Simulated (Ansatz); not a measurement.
Z-matrix (Å, degrees):
```
B
Ga 1 2.087
H 1 1.197 2 121.7
H 1 1.197 2 121.7 3 -179.4
B 2 2.087 1 138.5 3 89.8
F 2 1.782 1 110.8 3 -90.2
H 5 1.197 2 121.7 1 -89.7
H 5 1.197 2 121.7 1 89.7
```

Charge 0, multiplicity 1.

Task: List the PBE/def2-TZVPP orbital energies in eV (Ansatz). (Best estimate.)

Result: The calculation gave: Occupied: -10093.61, -1233.52, -1093.24, -1093.13, -1093.12, -658.35, -177.95, -177.95, -143.30, -97.94, -97.68, -97.59, -27.49, -19.92, -19.87, -19.80, -19.68, -19.63, -12.95, -12.46, -10.48, -8.91, -8.70, -8.55, -8.43, -8.12, -6.17. Lowest empty: -3.87, -3.25, -1.88, 0.14, 1.49, 1.61, 1.74, 2.33.
